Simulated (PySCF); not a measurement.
A run for PySCF: R-HF/3-21G on CH7BSi (SMILES CB[SiH3]), a point of a torsion scan.

```python
from pyscf import gto, scf, dft, mp
from pyscf.data.elements import chemcore

mol = gto.M(
    atom='''
    C    -1.51127162    0.12151324    0.32467709
    B    -0.31076672   -0.23547866   -0.62200900
    Si    1.55148658   -0.03126186   -0.03749819
    H    -2.36107500   -0.55277992    0.22177479
    H    -1.88188840    1.10419332    0.02014162
    H    -1.26251808    0.19802267    1.38137829
    H    -0.58353703   -0.61424946   -1.70156304
    H     1.99351025   -1.15751092    0.80372527
    H     2.55085340    0.05515882   -1.11394986
    H     1.78774501    1.16648297    0.78665028
    ''',
    basis='3-21g',
    charge=0, spin=0, verbose=3, max_memory=1800)
mf = scf.RHF(mol)
mf.conv_tol = 1e-8
mf.max_cycle = 100
mf.kernel()
if not mf.converged:
    mf = mf.newton().run(mf.mo_coeff, mf.mo_occ)
```

### Question
Give the final energy of this run.

### Answer
-353.6205 hartree.
